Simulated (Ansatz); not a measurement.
The cluster Al3B. Charge 0, multiplicity 1. Geometry B3LYP-D4/def2-TZVPD, that of the charge -1 doublet.

| atom | x (Å) | y (Å) | z (Å) |
| --- | --- | --- | --- |
| B1 | 0.026 | -0.222 | 0.161 |
| Al2 | -0.863 | -1.317 | -1.336 |
| Al3 | -1.162 | 1.217 | 0.810 |
| Al4 | 1.999 | 0.322 | 0.365 |

A triplet lies near this restricted singlet, and broken spin symmetry wasn't tried. At PBE-D4/def2-TZVPD, r2SCAN-D4/def2-TZVPD an occupied level lies above an empty one. At PBE0-D4/def2-TZVPD a triplet of charge 0 lies 0.60 eV below the restricted singlet at the same geometry. The structure comes from a short search, and lower isomers may exist.

(1) Estimate the orbital energies around the gap (eV) in Ansatz with PBE-D4/def2-TZVPD, r2SCAN-D4/def2-TZVPD, PBE0-D4/def2-TZVPD.

Answers

(1) 
```csv
orbital,PBE-D4/def2-TZVPD,r2SCAN-D4/def2-TZVPD,PBE0-D4/def2-TZVPD
HOMO−5,-11.68,-12.30,-13.46
HOMO−4,-8.25,-8.51,-9.40
HOMO−3,-8.06,-8.29,-9.07
HOMO−2,-5.62,-5.78,-6.36
HOMO−1,-4.77,-4.96,-5.54
HOMO,-4.27,-4.39,-4.97
LUMO,-4.52,-4.56,-3.98
LUMO+1,-2.73,-2.67,-2.11
LUMO+2,-2.26,-2.14,-1.63
LUMO+3,-2.03,-1.92,-1.35
LUMO+4,-1.79,-1.59,-1.14
LUMO+5,-1.17,-0.96,-0.41
```
